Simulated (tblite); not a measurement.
Species: C6H7Cl.
Atom-mapped SMILES: `[CH3:1][C:2]#[C:3]/[C:4]([CH3:5])=[CH:6]/[Cl:7]` (hydrogens: H8, H9, H10 on C1; H11, H12, H13 on C5; H14 on C6)

Computed with GFN2-xTB (tblite), gas phase: L-BFGS steps from a force-field or distance-geometry start until the largest atomic force falls under 0.01 eV/Å.

Step 3: E = -568.3581 eV
```
atom  x, y, z in Å  |  force x, y, z in eV/Å
C1      2.9952   -0.1346    0.0168   -0.136   0.004  -0.042
C2      1.5483   -0.0089   -0.0860    0.059  -0.050   0.078
C3      0.3476    0.0869   -0.1552   -0.144  -0.005  -0.028
C4     -1.0758    0.2067   -0.2512    0.104  -0.114   0.076
C5     -1.8916   -1.0201    0.0732    0.080   0.059  -0.003
C6     -1.5759    1.3924   -0.6105    0.040   0.028  -0.010
Cl7    -3.2508    1.7618   -0.7837   -0.028  -0.173   0.048
H8      3.4070    0.6198    0.6919   -0.155  -0.029  -0.040
H9      3.2787   -1.1210    0.3917   -0.144   0.058  -0.014
H10     3.4563    0.0001   -0.9639   -0.096   0.013   0.015
H11    -1.6904   -1.3489    1.0940    0.110   0.033  -0.057
H12    -1.6257   -1.8350   -0.6014    0.071   0.048   0.036
H13    -2.9640   -0.8502   -0.0108    0.125   0.226  -0.086
H14    -0.9596    2.2507   -0.8320    0.114  -0.097   0.029
```

Step 4: E = -568.3667 eV
```
atom  x, y, z in Å  |  force x, y, z in eV/Å
C1      2.9890   -0.1342    0.0149   -0.084  -0.004  -0.003
C2      1.5441   -0.0106   -0.0828    0.508  -0.074   0.069
C3      0.3486    0.0861   -0.1561   -0.574   0.024  -0.037
C4     -1.0726    0.2045   -0.2486    0.054   0.003   0.014
C5     -1.8888   -1.0182    0.0732    0.084   0.051  -0.017
C6     -1.5726    1.3901   -0.6099   -0.018   0.021  -0.004
Cl7    -3.2532    1.7546   -0.7817    0.073  -0.169   0.051
H8      3.4004    0.6182    0.6899   -0.132   0.017  -0.007
H9      3.2725   -1.1182    0.3910   -0.122  -0.002  -0.002
H10     3.4524    0.0006   -0.9630   -0.096   0.017  -0.036
H11    -1.6857   -1.3474    1.0909    0.090   0.009   0.024
H12    -1.6227   -1.8325   -0.5993    0.069   0.006  -0.010
H13    -2.9580   -0.8404   -0.0146    0.073   0.195  -0.068
H14    -0.9540    2.2472   -0.8310    0.076  -0.094   0.026
```

Step 5: E = -568.3762 eV
```
atom  x, y, z in Å  |  force x, y, z in eV/Å
C1      2.9797   -0.1338    0.0122    0.037  -0.019   0.041
C2      1.5404   -0.0138   -0.0774    0.418  -0.046   0.007
C3      0.3465    0.0847   -0.1576   -0.468   0.023  -0.011
C4     -1.0689    0.2039   -0.2454    0.038  -0.087   0.000
C5     -1.8835   -1.0149    0.0729    0.058   0.039  -0.024
C6     -1.5679    1.3849   -0.6085   -0.131   0.257  -0.068
Cl7    -3.2551    1.7409   -0.7779    0.168  -0.143   0.047
H8      3.3883    0.6164    0.6870   -0.078   0.087   0.048
H9      3.2613   -1.1145    0.3901   -0.067  -0.097   0.020
H10     3.4449    0.0017   -0.9626   -0.087   0.020  -0.097
H11    -1.6771   -1.3450    1.0871    0.049  -0.011   0.109
H12    -1.6171   -1.8290   -0.5968    0.060  -0.036  -0.068
H13    -2.9479   -0.8225   -0.0213    0.013   0.121  -0.031
H14    -0.9444    2.2408   -0.8290   -0.009  -0.108   0.027
```

Step 6: E = -568.3810 eV
```
atom  x, y, z in Å  |  force x, y, z in eV/Å
C1      2.9753   -0.1339    0.0112    0.077  -0.022   0.047
C2      1.5386   -0.0160   -0.0744    0.205  -0.018  -0.035
C3      0.3440    0.0837   -0.1583   -0.203   0.010   0.014
C4     -1.0666    0.2025   -0.2437   -0.055   0.108  -0.077
C5     -1.8797   -1.0126    0.0725    0.019  -0.020  -0.001
C6     -1.5670    1.3855   -0.6086   -0.071   0.048  -0.003
Cl7    -3.2538    1.7305   -0.7749    0.133  -0.093   0.032
H8      3.3800    0.6168    0.6862   -0.039   0.104   0.066
H9      3.2537   -1.1140    0.3899   -0.025  -0.126   0.026
H10     3.4390    0.0026   -0.9640   -0.077   0.015  -0.097
H11    -1.6712   -1.3437    1.0864    0.012  -0.008   0.102
H12    -1.6128   -1.8274   -0.5963    0.040  -0.034  -0.074
H13    -2.9416   -0.8098   -0.0258   -0.005   0.060  -0.005
H14    -0.9387    2.2353   -0.8275   -0.010  -0.026   0.004
```

Q: Estimate the geometry and energy of step 7. (The exact step hangs on the optimiser's Hessian estimate; all steps are aligned on step 6, rigid shifts and turns removed.)

A: E = -568.3837 eV, largest force 0.100 eV/Å
```
atom  x, y, z in Å  |  force x, y, z in eV/Å
C1      2.9744   -0.1344    0.0113    0.070  -0.021   0.039
C2      1.5385   -0.0173   -0.0736   -0.068   0.010  -0.059
C3      0.3419    0.0831   -0.1583    0.094   0.004   0.029
C4     -1.0666    0.2042   -0.2443   -0.026   0.020  -0.048
C5     -1.8773   -1.0118    0.0725    0.001  -0.026   0.007
C6     -1.5676    1.3860   -0.6084   -0.023   0.046  -0.003
Cl7    -3.2510    1.7231   -0.7726    0.041  -0.044   0.015
H8      3.3746    0.6189    0.6869   -0.018   0.076   0.051
H9      3.2490   -1.1160    0.3903    0.002  -0.098   0.018
H10     3.4343    0.0034   -0.9663   -0.066   0.005  -0.058
H11    -1.6677   -1.3430    1.0877   -0.012   0.008   0.053
H12    -1.6097   -1.8270   -0.5973    0.019  -0.007  -0.050
H13    -2.9380   -0.8018   -0.0284    0.000   0.008   0.014
H14    -0.9355    2.2321   -0.8266   -0.016   0.019  -0.008
```

The energy changes by -0.0027 eV. The first-order estimate −F·Δx gives -0.0041 eV and the mean of the old and new forces, exact on a quadratic surface, -0.0027 eV. The step makes an angle of 60° with the force vector and moves no atom by more than 0.009 Å.

What follows is the cost of the whole relaxation. Hardware: one thread of an AMD EPYC 7R43, shared host with 256 logical CPUs at a one-minute load of 162. Cost: 0.46 s of wall time.
